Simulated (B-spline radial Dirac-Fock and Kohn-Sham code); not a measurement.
X-ray form factors of europium in several charge states

The computed values come from a radial finite-basis atomic code: configuration-average Dirac-Fock orbitals.

Configurations: Eu⁴²⁺ [Ar] 3d3; Eu⁴⁴⁺ [Ar] 3d1; Eu⁴⁵⁺ [Ne] 3s2 3p6; Eu⁴⁶⁺ [Ne] 3s2 3p5; Eu⁴⁷⁺ [Ne] 3s2 3p4. The first column is f₀ of Eu⁴²⁺, the others are differences from it.

| s (Å⁻¹) | Eu⁴²⁺ | Δ Eu⁴⁴⁺ | Δ Eu⁴⁵⁺ | Δ Eu⁴⁶⁺ | Δ Eu⁴⁷⁺ |
| --- | --- | --- | --- | --- | --- |
| 0 | 21.000 | -2.000 | -3.000 | -4.000 | -5.000 |
| 0.1 | 20.948 | -1.992 | -2.988 | -3.983 | -4.979 |
| 0.2 | 20.792 | -1.967 | -2.952 | -3.933 | -4.915 |
| 0.3 | 20.537 | -1.927 | -2.893 | -3.851 | -4.811 |
| 0.4 | 20.187 | -1.872 | -2.812 | -3.739 | -4.669 |
| 0.5 | 19.750 | -1.804 | -2.711 | -3.600 | -4.492 |
| 0.7 | 18.652 | -1.635 | -2.460 | -3.254 | -4.051 |
| 0.9 | 17.329 | -1.433 | -2.162 | -2.842 | -3.529 |
| 1.1 | 15.875 | -1.217 | -1.841 | -2.399 | -2.965 |
| 1.4 | 13.646 | -0.894 | -1.360 | -1.740 | -2.130 |
